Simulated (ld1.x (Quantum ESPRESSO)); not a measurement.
## Plane-wave convergence, TM potential for B (Z = 5)

ld1.x (Quantum ESPRESSO) 7.5 input, shortened:

```
&input
   title='B', zed=5., rel=1, dft='PBESOL', iswitch=3,
   config='[He] 2s1 2p0'
 /
 &inputp
   pseudotype=2, tm=.true., lloc=-1, rcloc=2.30,
   nlcc=.true.
 /
2
2S  1  0   1.00   0.00  1.20  1.20  0.0
2P  2  1   0.00   0.00  2.35  2.35  0.0
 &test
   configts(1)='2s1 2p0'
 /
```

The pseudo-atom Hamiltonian at the reference potential is diagonalised in spherical Bessel functions j_l(qr) that vanish at 20 bohr, with q² up to the cutoff. All-electron valence levels (Ry): 2s -2.2990, 2p -1.8573.

Problem. How do the lowest levels (Ry) of each channel move with the cutoff, and are there ghosts?

Solution.

| cutoff (Ry) | s #1 | p #1 | d #1 | f #1 | f #2 | Σ f·Δε (mRy) |
| --- | --- | --- | --- | --- | --- | --- |
| 8 | -2.2143 | -1.6816 | -0.5853 | -0.2671 | -0.1505 | 84.8 |
| 10 | -2.2354 | -1.7486 | -0.5866 | -0.2671 | -0.1505 | 63.7 |
| 15 | -2.2717 | -1.8383 | -0.5873 | -0.2671 | -0.1506 | 27.3 |
| 18 | -2.2874 | -1.8503 | -0.5874 | -0.2671 | -0.1506 | 11.7 |
| 21 | -2.2929 | -1.8553 | -0.5874 | -0.2671 | -0.1506 | 6.1 |
| 30 | -2.2973 | -1.8572 | -0.5874 | -0.2671 | -0.1506 | 1.7 |
| 35 | -2.2975 | -1.8572 | -0.5874 | -0.2671 | -0.1506 | 1.5 |
| 40 | -2.2976 | -1.8573 | -0.5874 | -0.2671 | -0.1506 | 1.5 |
| 45 | -2.2977 | -1.8574 | -0.5874 | -0.2671 | -0.1506 | 1.3 |
| 55 | -2.2984 | -1.8574 | -0.5874 | -0.2671 | -0.1506 | 0.7 |
| 60 | -2.2986 | -1.8574 | -0.5874 | -0.2671 | -0.1506 | 0.4 |
| 400 | -2.2991 | -1.8574 | -0.5874 | -0.2671 | -0.1506 | 0.0 |

Result: no extra level below or beside the all-electron valence levels (s, p, d, f tested); 10 mRy is reached at 21 Ry and 1 mRy at 50 Ry.
